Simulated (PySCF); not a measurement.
Compound: InH3.
Cartesian coordinates in Å at the PBE0-D3(BJ)/def2-SVP level; atoms count from 1:
```xyz
4
InH3 angstrom
In     0.0372   -0.0529   -0.0754
H      0.0489    1.6792   -0.0129
H      1.5321   -0.9290   -0.1051
H     -1.4715   -0.9051   -0.1086
```

Computed with PySCF, PBE0-D3(BJ)/def2-SVP geometry optimisation, gas phase, def2 core potentials past Kr.

(1) Which atoms are bound to In1, and at what distances?

(2) List the angles at In1.

(3) What is the shape at In1?

(4) What are the rotational constants (commonest isotopes, rigid rotor)?

Answers

(1) 3 atoms: H3 1.733 Å, H4 1.733 Å, H2 1.733 Å.

(2) 
```csv
angle,degrees,distance of the outer atoms (Å)
H3–In1–H4,120.1,3.00
H2–In1–H3,120.0,3.00
H2–In1–H4,119.9,3.00
```

(3) Planar: angles 120.1°, 120.0° and 119.9°, sum 360.0°, 0.00 Å off the plane of its three neighbours.

(4) A = 111464, B = 111140, C = 55651 MHz: an oblate symmetric top.

Point group: D3h (every atom within 0.08 Å of its image). Charge 0, singlet. PBE0-D3(BJ)/def2-SVP frequencies: not computed here.
